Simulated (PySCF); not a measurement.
Estimate the missing entries of this data sheet.

Compound: p-tolualdehyde, C₈H₈O.
Bonds: C1–C2, C2–C3 (aromatic), C3–C4 (aromatic), C4–C5 (aromatic), C5–C6, C6–O7 (double), C5–C8 (aromatic), C8–C9 (aromatic), C2–C9 (aromatic). Hydrogens: H10, H11, H12 on C1; H13 on C3; H14 on C4; H15 on C6; H16 on C8; H17 on C9.

Conformer (atom-mapped SMILES and torsion angles): `[CH3:1][c:2]1[cH:3][cH:4][c:5]([CH:6]=[O:7])[cH:8][cH:9]1`: C4–C5–C6–O7 0°.

```json
{"property": "rotational constants A, B, C", "level": "PBE0-D3(BJ)/def2-SVP", "value": "?"}
{"property": "dipole moment", "level": "CAM-B3LYP/def2-SVPD", "value": "4.03 D"}
{"property": "HOMO energy", "level": "CAM-B3LYP/def2-SVPD", "value": "?"}
{"property": "LUMO energy", "level": "CAM-B3LYP/def2-SVPD", "value": "?"}
{"property": "lowest singlet excitation", "level": "TDDFT CAM-B3LYP/def2-SVPD", "value": "?"}
{"property": "static isotropic polarisability", "level": "CAM-B3LYP/def2-SVPD", "value": "?"}
{"property": "electronic spatial extent ⟨r²⟩ about the centre of nuclear charge", "level": "CAM-B3LYP/def2-SVPD", "value": "?"}
```

The electronic properties come from PySCF, for the isolated species, density fitting. One conformer (not necessarily the lowest) at the PBE0-D3(BJ)/def2-SVP geometry, without solvent, vibrations or thermal averaging.

Task: The electronic spatial extent ⟨r²⟩ about the centre of nuclear charge?

Result: 1355 bohr².

Task: What is the LUMO energy?

Result: -0.76 eV.

Task: What is the HOMO energy?

Result: -8.62 eV.

Task: What is the static isotropic polarisability?

Result: 98.6 au.

Task: The rotational constants A, B, C?

Result: 4.992, 0.988, 0.829 GHz.

Task: What is the lowest singlet excitation?

Result: 3.93 eV (316 nm, f = 0.000).

The 6 singlets span 3.93 to 6.70 eV, and their oscillator strengths add up to 1.09. The largest Löwdin shares of the LUMO are 0.20 on C6, 0.19 on O7, 0.13 on C2 and 0.12 on C5. The largest Löwdin shares of the HOMO are 0.21 on C5, 0.20 on C2, 0.12 on C9 and 0.09 on C4. The polarisability is 14.62 Å³ as a volume (1 au = 0.148185 Å³), or 1.54 au for each of the 64 electrons.
